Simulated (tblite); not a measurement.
Here is a computed GFN2-xTB geometry (Å):
```
atom  x, y, z in Å
C1    -3.0882   -0.6835   -0.3716
C2    -2.0546    0.0493    0.0321
C3    -0.7586   -0.0744   -0.5250
C4     0.3412   -0.1628   -1.0054
C5     1.6828   -0.2764   -1.5180
Si6    2.8990   -0.6589   -0.0995
S7     2.7965    1.0412    1.2169
C8    -2.1426    1.0830    1.1248
F9    -3.4056    1.1731    1.6502
H10   -2.9865   -1.4127   -1.1563
H11   -4.0598   -0.5680    0.0758
H12    1.9600    0.6626   -2.0034
H13    1.7228   -1.0656   -2.2709
H14    4.2637   -0.7650   -0.6087
H15    2.4927   -1.8379    0.6563
H16    3.6754    0.5964    2.1013
H17   -1.8807    2.0761    0.7389
H18   -1.4663    0.8300    1.9509
```

Charge 0, singlet.

(1) Read off the bonds between heavy atoms and their formal orders.

(2) Which species is it?

(3) Name the point group.

(4) Classify the heavy atoms.

(5) What is the arrangement about S7?

(6) What is the arrangement about C8?

Results:

(1) C1–C2 1.33 Å (double); C2–C3 1.42 Å (single); C3–C4 1.20 Å (triple); C4–C5 1.44 Å (single); C5–Si6 1.91 Å (single); Si6–S7 2.15 Å (single); C2–C8 1.51 Å (single); C8–F9 1.37 Å (single). Bonds to hydrogen (Å): C1–H10 1.08; C1–H11 1.08; C5–H12 1.09; C5–H13 1.09; Si6–H14 1.46; Si6–H15 1.46; S7–H16 1.32; C8–H17 1.10; C8–H18 1.10.

(2) `C=C(C#CC[SiH2]S)CF`, C6H9FSSi. Among its features: alkyne, C=C double bond, C–F bond, Si–H bond and C–Si bond.

(3) C1 (no symmetry element, even within 0.4 Å).

(4) C1: terminal =CH2 carbon; C2: fully substituted alkene carbon; C3: alkyne carbon; C4: alkyne carbon; C5: sp3 carbon bound to silicon; Si6: SiH2 silicon; S7: sulfur bonded to Si and H; C8: sp3 C–F carbon; F9: alkyl fluorine.

(5) It has 2 neighbours (Si6, H16) and is bent (angle 96.4°).

(6) It has 4 neighbours (C2, F9, H17, H18) and is tetrahedral (angles from 107.1° to 112.1°).
